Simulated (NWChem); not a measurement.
# C3H6OSi; SMILES C=C=CO[SiH3]

```xyz
11

C      0.2167     3.0782    -0.1224
C     -0.1140     1.8188    -0.0013
C     -0.4912     0.5668     0.1310
O      0.3752    -0.4717     0.2633
Si     0.0261    -2.0710    -0.0992
H      0.3735     3.7174     0.7552
H      0.3567     3.5439    -1.1055
H     -1.5640     0.3247     0.1677
H      1.1248    -2.8732     0.4964
H     -1.2923    -2.4438     0.5001
H     -0.0353    -2.2856    -1.5757
```
Atoms are numbered in this order, from 1.

All runs: NWChem. Medium grid unless said otherwise, to which SCAN and Minnesota functionals are sensitive. Geometry: optimised at PBE0/def2-SVP. Level r2SCAN/def2-TZVP: single points from the atomic guess with DIIS by default; each run changes one setting, and all converged runs end within 0.3 mHa of each other. NWChem's automatic level shift, which a small gap switches on, acted in some of these runs.

**Question.** Which setting needs the most SCF iterations, or fails (DIIS on 20 Fock matrices; DIIS on 3 Fock matrices; defaults; no DIIS, 40 % damping; core-Hamiltonian guess)?

**Answer.** no DIIS, 40 % damping, which doesn't converge.
| setting | SCF iterations |
|---|---|
| defaults | 8 |
| DIIS on 3 Fock matrices | 11 |
| core-Hamiltonian guess | 23 |
| DIIS on 20 Fock matrices | 8 |
| no DIIS, 40 % damping | not converged in 200 |
